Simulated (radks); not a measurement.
The numbers below are computed, except where a source is named.
Effect of the nuclear size on the iridium ion Ir+, [Xe] 4f14 5d7 6s1. Level of theory: Dirac Kohn-Sham, relativistic LDA (MacDonald-Vosko exchange, VWN5 correlation), spin-unpolarised, spherical densities, finite nucleus; open shells fill j = l - 1/2 first; Fermi nuclear charge, rms radius 5.4032 fm (a radial shooting solver on a logarithmic mesh with Libxc functionals). The rms radius is varied about that value; shifts are against it.

[
 {"rms radius (fm)": "4.8413", "total energy shift (eV)": "-15.4", "density at nucleus (e/bohr^3)": "1.869e+06", "1s1/2 shift (meV)": "-6170", "2s1/2 shift (meV)": "-895", "5s1/2 shift (meV)": "-9.43", "5p1/2 shift (meV)": "0.146", "6s1/2 shift (meV)": "-0.953", "6p1/2 (empty) shift (meV)": "0.099", "7s1/2 (empty) shift (meV)": "-0.111"},
 {"rms radius (fm)": "4.8791", "total energy shift (eV)": "-14.4", "density at nucleus (e/bohr^3)": "1.864e+06", "1s1/2 shift (meV)": "-5770", "2s1/2 shift (meV)": "-836", "5s1/2 shift (meV)": "-8.82", "5p1/2 shift (meV)": "0.136", "6s1/2 shift (meV)": "-0.891", "6p1/2 (empty) shift (meV)": "0.092", "7s1/2 (empty) shift (meV)": "-0.104"},
 {"rms radius (fm)": "5.4032", "total energy shift (eV)": "0", "density at nucleus (e/bohr^3)": "1.793e+06", "1s1/2 shift (meV)": "0.000", "2s1/2 shift (meV)": "0.000", "5s1/2 shift (meV)": "0.000", "5p1/2 shift (meV)": "0.000", "6s1/2 shift (meV)": "0.000", "6p1/2 (empty) shift (meV)": "0.000", "7s1/2 (empty) shift (meV)": "0.000"},
 {"rms radius (fm)": "5.8409", "total energy shift (eV)": "12.7", "density at nucleus (e/bohr^3)": "1.741e+06", "1s1/2 shift (meV)": "5100", "2s1/2 shift (meV)": "739", "5s1/2 shift (meV)": "7.79", "5p1/2 shift (meV)": "-0.119", "6s1/2 shift (meV)": "0.787", "6p1/2 (empty) shift (meV)": "-0.081", "7s1/2 (empty) shift (meV)": "0.092"},
 {"rms radius (fm)": "6.419", "total energy shift (eV)": "30.5", "density at nucleus (e/bohr^3)": "1.68e+06", "1s1/2 shift (meV)": "12200", "2s1/2 shift (meV)": "1770", "5s1/2 shift (meV)": "18.6", "5p1/2 shift (meV)": "-0.284", "6s1/2 shift (meV)": "1.88", "6p1/2 (empty) shift (meV)": "-0.195", "7s1/2 (empty) shift (meV)": "0.220"}
]

Slopes of the eigenvalues against <r^2> in GHz/fm^2, as finite differences over the two radii next to the reference (eigenvalue slopes, not the field-shift constants of lines): 1s1/2 255000, 2s1/2 36900, 5s1/2 389, 5p1/2 -5.99, 6s1/2 39.4, 6p1/2 (empty) -4.07, 7s1/2 (empty) 4.59.
